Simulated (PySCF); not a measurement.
## Sn⁺ (tin, charge +1): UHF calculation

Configuration: [Kr] 4d10 5s2 5p1, 2P determinant. Calculation: PySCF 2.14, in def2-TZVPPD with the def2 core potential (28 electrons) (7s5p4d2f, 56 functions); scalar relativity through the core potential.

```json
{
  "Total energy": "-213.088188 hartree",
  "One-electron energy": "-369.7505 hartree",
  "Hartree (Coulomb) energy": "173.5917 hartree",
  "Exchange energy": "-16.9293 hartree",
  "⟨S²⟩": "0.7605",
  "⟨L²⟩": "2.032",
  "Sum of ⟨r⟩": "25.68 bohr",
  "Sum of ⟨r²⟩": "43.42 bohr²",
  "Traceless quadrupole moment −½Σ⟨3z² − r²⟩ along its main axis": "-4.05 e·bohr²"
}
```

```csv
shell,electrons,mean orbital energy (eV),spread (eV),"rms radius, mean of both spins (bohr)"
4s α,1,-167.51,0,0.879
4s β,1,-167.41,0,0.879
4p α,3,-118.13,0.114,0.953
4p β,3,-118.03,0.504,0.953
4d α,5,-43.674,0.348,1.17
4d β,5,-43.572,0.572,1.17
5s α,1,-21.901,0,2.53
5s β,1,-19.887,0,2.53
5p α,1,-14.035,0,3.13
```

Energies and moments cover only the electrons outside the core potential.
